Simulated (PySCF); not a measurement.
1,1-dichloroprop-1-ene (C3H4Cl2), SMILES ClC(=CC)Cl. Geometry optimised at B3LYP-D3(BJ)/def2-SVP.

Computed equilibrium geometry at B3LYP-D3(BJ)/def2-SVP (PySCF confirms it by a frequency run) as Cartesian coordinates in Å, and its point group:
point group Cs.
```xyz
9

C      0.7325    -2.3630     0.0000
C      1.0454    -0.9009     0.0000
C      0.1583     0.1005     0.0000
Cl    -1.5679    -0.1352     0.0000
Cl     0.6438     1.7728     0.0000
H      1.1721    -2.8535     0.8853
H     -0.3492    -2.5494     0.0000
H      1.1721    -2.8535    -0.8853
H      2.0981    -0.6028     0.0000
```
Charge 0, spin multiplicity 1.
